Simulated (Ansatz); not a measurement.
CH$_{3}$S (SMILES C[S]), doublet, geometry from GFN2-xTB; BLYP/3-21G run with Ansatz (an electronic-structure program).

Input for Ansatz:
Ansatz 0.2 input:
```yaml
crystal:
  periodic: [false, false, false]
  atoms:
    - {symbol: C, position_ang: [0.01437225, 1.10467196, 0.00732222]}
    - {symbol: S, position_ang: [-0.00894335, -0.68739846, -0.00455636]}
    - {symbol: H, position_ang: [1.04719307, 1.44329523, 0.02596812]}
    - {symbol: H, position_ang: [-0.50936900, 1.45780609, 0.89203890]}
    - {symbol: H, position_ang: [-0.48096403, 1.46924225, -0.88903858]}
basis:
  gaussian:
    orbitals: 3-21G.json
    final_grid: {core_spheres: 14, valence_spheres: 28, degree: 59}
hamiltonian:
  xc: blyp
magnetization: {spin_polarized: true, initial_magnetization: 1}
```
The basis file holds 3-21G in the JSON format of the Basis Set Exchange.

What the program printed (banner, timings and long lists left out):

```
Functional definition: BLYP
325 factors; integrals over basis functions are off by at most 1.1e-3 eV
mean field evaluation 1: about -11856.5148 eV, gradient 2.6e1 eV
mean field evaluation 2: about -11852.4293 eV, gradient 3.6e1 eV
mean field evaluation 4: about -11859.6324 eV, gradient 1.0e0 eV
mean field evaluation 8: about -11859.6131 eV, gradient 2.2e-3 eV
mean field evaluation 16: about -11859.6130 eV, gradient 1.3e-1 eV
mean field evaluation 32: about -11859.6132 eV, gradient 2.7e-4 eV
mean field evaluation 64: about -11859.6131 eV, gradient 1.4e-6 eV
mean field evaluation 96: about -11859.6131 eV, gradient 1.3e-3 eV
mean field -11859.61318557 eV, -435.8327458353 hartree, gradient 1.2e-6 eV, S^2 0.750676; 7 other end points of the search recorded, 0 dependent functions left out
reference -11859.61340114 eV, -435.8327537571 hartree; 13, 12 occupied and 15, 16 virtual orbitals, 325 factors
Total energy: -11859.61340114 eV, -435.8327537571 hartree
```
